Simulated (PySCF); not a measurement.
## From a computed spectrum to the compound

A species of 25 atoms with charge 3 has these harmonic modes (BP86, small Gaussian bases with core potentials, PySCF 2.14.0):

| cm⁻¹ | km/mol | symmetry |
| --- | --- | --- |
| 33 | 0.0 | b |
| 46 | 0.0 | b |
| 72 | 3.0 | a |
| 89 | 4.8 | e2 |
| 89 | 4.8 | e2 |
| 91 | 1.6 | a |
| 104 | 0.0 | a |
| 115 | 0.0 | e2 |
| 115 | 0.0 | e2 |
| 122 | 2.8 | e2 |
| 122 | 2.8 | e2 |
| 128 | 0.0 | b |
| 129 | 0.0 | b |
| 198 | 0.0 | b |
| 206 | 0.0 | b |
| 249 | 0.0 | b |
| 250 | 0.0 | b |
| 252 | 6.8 | e2 |
| 252 | 6.8 | e2 |
| 258 | 0.3 | e2 |
| 258 | 0.3 | e2 |
| 281 | 0.2 | a |
| 295 | 1.7 | e2 |
| 295 | 1.7 | e2 |
| 308 | 0.1 | e2 |
| 308 | 0.1 | e2 |
| 310 | 0.0 | a |
| 358 | 0.2 | a |
| 396 | 0.1 | a |
| 419 | 81.7 | a |
| 423 | 0.0 | e2 |
| 423 | 0.0 | e2 |
| 440 | 0.0 | b |
| 440 | 0.0 | b |
| 447 | 9.1 | a |
| 485 | 37.7 | e2 |
| 485 | 37.7 | e2 |
| 519 | 949.9 | a |
| 529 | 868.7 | e2 |
| 529 | 868.7 | e2 |
| 542 | 4.1 | e2 |
| 542 | 4.1 | e2 |
| 548 | 0.0 | a |
| 563 | 0.0 | b |
| 564 | 0.0 | b |
| 1596 | 0.0 | b |
| 1597 | 0.0 | b |
| 1597 | 220.9 | a |
| 1598 | 182.7 | e2 |
| 1598 | 182.7 | e2 |
| 1598 | 80.6 | e2 |
| 1598 | 80.6 | e2 |
| 1604 | 0.1 | a |
| 3614 | 0.0 | b |
| 3615 | 18.8 | e2 |
| 3615 | 18.8 | e2 |
| 3615 | 0.0 | b |
| 3616 | 468.8 | a |
| 3617 | 505.1 | e2 |
| 3617 | 505.1 | e2 |
| 3628 | 1.3 | a |
| 3684 | 17.5 | e2 |
| 3684 | 17.5 | e2 |
| 3684 | 461.6 | a |
| 3685 | 0.0 | b |
| 3685 | 58.1 | a |
| 3686 | 0.0 | b |
| 3686 | 524.6 | e2 |
| 3686 | 524.6 | e2 |

(1) Which species is it, and in which structure?

## Answers

(1) [Nd(H2O)8]3+ (singlet in the valence; each metal's 4f electrons, 3 of them, lie in its core potential, out of spins and levels):
```xyz
25

Nd    0.0000    0.0000    0.0005
O     2.1005    0.0029    1.3623
H     2.2986    0.5791    2.1343
H     2.9118   -0.5394    1.2431
O    -0.0029    2.1005    1.3623
H    -0.5791    2.2986    2.1343
H     0.5394    2.9118    1.2431
O    -2.1005   -0.0029    1.3623
H    -2.2986   -0.5791    2.1343
H    -2.9118    0.5394    1.2431
O     0.0029   -2.1005    1.3623
H     0.5791   -2.2986    2.1343
H    -0.5394   -2.9118    1.2431
O     1.4802    1.4885   -1.3632
H     2.4371    1.6805   -1.2439
H     1.2111    2.0356   -2.1347
O    -1.4885    1.4802   -1.3632
H    -1.6805    2.4371   -1.2439
H    -2.0356    1.2111   -2.1347
O    -1.4802   -1.4885   -1.3632
H    -2.4371   -1.6805   -1.2439
H    -1.2111   -2.0356   -2.1347
O     1.4885   -1.4802   -1.3632
H     1.6805   -2.4371   -1.2439
H     2.0356   -1.2111   -2.1347
```
Ideal gas at 298.15 K and 1 bar: S = 658.8 J/(mol K), Cp = 339.9 J/(mol K), H − H(0 K) = 64.0 kJ/mol (rigid rotor, harmonic modes, spin degeneracy alone, that of the 4f electrons in the core included; the modes under 60 cm⁻¹ make these uncertain). An lcecp potential fixes the number of 4f electrons, so in runs with it no electron can move into or out of that shell.
 This is one of several that fit.
